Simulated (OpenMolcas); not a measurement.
# V3+ in Cs2NaYF6: curves along the breathing mode

V3+ with its 6 nearest fluoride ions, on the Y site of Cs2NaYF6 (a = 9.075 Å, distance in the model lattice 2.178 Å). The rest of the host is ab initio model potentials to 7.6 Å, with orthogonalisation functions on the cations behind the ligands, and point charges beyond; the distance is set by hand and nothing relaxes. Ligand basis ANO-RCC-VDZP.

```
Program             : OpenMolcas 26.06
Method              : SS-CASPT2, IPEA 0.25 Eh, imaginary shift 0.1 Eh (closed shells correlated: 3s 3p and the ligand valence shells)
Basis               : ANO-RCC-VDZP [5s4p2d1f]
Scalar Hamiltonian  : DKH2, point nucleus
Active space        : 2 electrons in 5 orbitals (3d)
State averaging     : 2S+1 = 3 even, 10 roots; 2S+1 = 1 even, 15 roots
Spin-orbit coupling : state interaction with AMFI integrals over the reference wave functions
```

Spin-free energies (labels of O, the rotations of Oh) in cm-1 above the lowest fitted minimum, as all ligands move together:

```json
{"R (Å)": "1.896", "3T1": "580", "1T2": "11610", "1E": "12080", "1A1": "24610", "3T1(2)": "28940", "3A2": "38170", "1T1": "34770"}
{"R (Å)": "1.94", "3T1": "-20", "1T2": "11070", "1E": "11620", "1A1": "23930", "3T1(2)": "26650", "3A2": "33910", "1T1": "32530"}
{"R (Å)": "1.985", "3T1": "1260", "1T2": "12470", "1E": "13000", "1A1": "25060", "3T1(2)": "26430", "3A2": "31910", "1T1": "32280"}
{"R (Å)": "2.03", "3T1": "4240", "1T2": "15220", "1E": "15900", "1A1": "27700", "3T1(2)": "27940", "3A2": "31880", "1T1": "33780"}
{"R (Å)": "2.074", "3T1": "8030", "1T2": "19200", "1E": "19940", "1A1": "31500", "3T1(2)": "30830", "3A2": "33450", "1T1": "36660"}
{"R (Å)": "2.119", "3T1": "13120", "1T2": "24280", "1E": "25090", "1A1": "36400", "3T1(2)": "34980", "3A2": "36410", "1T1": "40760"}
{"R (Å)": "2.164", "3T1": "19080", "1T2": "30270", "1E": "31100", "1A1": "42170", "3T1(2)": "40130", "3A2": "40540", "1T1": "45880"}
```

Cubic fits give the following; the wavenumber is harmonic, with the mass of all moving ligands, small differences in it between states hang on the degree of the fit, a number in brackets counts states of one label, and the table is a selection of at most 14 states with clean curves.

| State | R0 (Å) | Breathing mode (cm-1) | Minimum (cm-1) |
| --- | --- | --- | --- |
| 3T1 | 1.930 | 520 | 0 |
| 1T2 | 1.929 | 514 | 11090 |
| 1E | 1.928 | 521 | 11580 |
| 1A1 | 1.934 | 515 | 23940 |
| 3T1(2) | 1.969 | 523 | 26290 |
| 3A2 | 2.008 | 518 | 31650 |
| 1T1 | 1.969 | 520 | 32160 |
| 1E(2) | 2.008 | 515 | 44620 |
| 1A1(2) | 2.001 | 523 | 60590 |

The minimum of 3T1(2) is shifted by +0.0386 Å against 3T1 (from the unrounded fits). With M = 114.0 u for the moving shell, the Huang-Rhys factor in this mode is S = M ω ΔR² / 2ħ = 0.01483 × 114.0 × 520 × 0.0386² = 1.31. Only the first shell moves, against a rigid host.

Roots that are degenerate in the reference are averaged as groups; the widest CASPT2 spread within a group is 740 cm-1 (the 3-fold group of multiplicity 3 near 12500 cm-1 above the lowest state of its run, R = 2.03). Shifts and gaps below about the spread of the groups concerned are not significant. Over all roots computed the reference weight is 0.73 to 0.74 in R = 1.896, 0.73 to 0.74 in R = 1.94, 0.73 to 0.74 in R = 1.985, 0.73 to 0.74 in R = 2.03, 0.73 to 0.74 in R = 2.074, 0.72 to 0.73 in R = 2.119, 0.72 to 0.73 in R = 2.164; a low but even weight reflects the number of correlated electrons. An orbital triplet at a regular site is open to Jahn-Teller coupling, which can distort the site and quench the lowest spin-orbit gaps and is left out. Ligand-to-metal charge-transfer states are missing. With no ligand orbital active B as a rule stays too high, so bands that hang on it stand too high and its fall with covalency is understated. With one d shell and no ligand orbital active, 10Dq can be off by a tenth or more. Free-ion shares, where given, are those of the reference states; single-state CASPT2 does not remix them (holds for R = 2.074; R = 2.119; R = 2.164). No measured value stands beside these numbers.
